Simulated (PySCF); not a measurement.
Isomers of C8H6ClFO, mass 172.009 u with the commonest isotopes. Method: PBE0/pcSseg-1 in PySCF (dipole) on a GFN2-xTB geometry, gas phase. One conformer each, none proved a minimum here; rigid rotors.

Question: Order these by rotational constant A, smallest first.
A. `[CH3:1][c:2]1[cH:3][cH:4][c:5]([C:6](=[O:7])[Cl:8])[cH:9][c:10]1[F:11]` with C4–C5–C6–O7 0°
B. `[CH3:1][c:2]1[cH:3][cH:4][c:5]([F:6])[cH:7][c:8]1[C:9](=[O:10])[Cl:11]` with C7–C8–C9–O10 -168°
C. `[CH3:1][c:2]1[cH:3][c:4]([C:5](=[O:6])[F:7])[cH:8][cH:9][c:10]1[Cl:11]` with C3–C4–C5–O6 0°
D. `Fc1ccc2c(c1Cl)OCC2`

Answer: B (1334 MHz), D (1516 MHz), A (2004 MHz), C (2331 MHz).

Question: Order these by dipole moment, smallest first.
A. `[CH3:1][c:2]1[cH:3][cH:4][c:5]([C:6](=[O:7])[Cl:8])[cH:9][c:10]1[F:11]` with C4–C5–C6–O7 0°
B. `[CH3:1][c:2]1[cH:3][c:4]([C:5](=[O:6])[F:7])[cH:8][cH:9][c:10]1[Cl:11]` with C3–C4–C5–O6 0°
C. `Clc1c(F)ccc2CCOc12`
D. `[CH3:1][c:2]1[cH:3][cH:4][c:5]([F:6])[cH:7][c:8]1[C:9](=[O:10])[Cl:11]` with C7–C8–C9–O10 -168°

Answer: B (2.98 D), D (3.29 D), A (3.99 D), C (4.45 D).

Question: Order these by rotational constant C, largest first.
A. `[CH3:1][c:2]1[cH:3][cH:4][c:5]([F:6])[cH:7][c:8]1[C:9](=[O:10])[Cl:11]` with C7–C8–C9–O10 -168°
B. `Fc1ccc2c(c1Cl)OCC2`
C. `[CH3:1][c:2]1[cH:3][cH:4][c:5]([C:6](=[O:7])[Cl:8])[cH:9][c:10]1[F:11]` with C4–C5–C6–O7 0°
D. `[CH3:1][c:2]1[cH:3][c:4]([C:5](=[O:6])[F:7])[cH:8][cH:9][c:10]1[Cl:11]` with C3–C4–C5–O6 0°

Answer: B (560.9 MHz), A (494.0 MHz), C (445.8 MHz), D (427.2 MHz).

```
             SMILES  point group  Ia (u·Å²)  Ib (u·Å²)  Ic (u·Å²)      κ  μa (D)  μb (D)  μc (D)
Cc1ccc(F)cc1C(=O)Cl           C1     378.73     652.39    1023.12  -0.33    2.73    1.83    0.21
Cc1cc(C(=O)F)ccc1Cl           Cs     216.76     969.25    1182.90  -0.90    2.96    0.32    0.00
 Fc1ccc2c(c1Cl)OCC2           Cs     333.46     573.92     901.05  -0.33    4.07    1.81    0.00
Cc1ccc(C(=O)Cl)cc1F            –     252.20     884.57    1133.66  -0.84    3.93    0.70    0.04
```
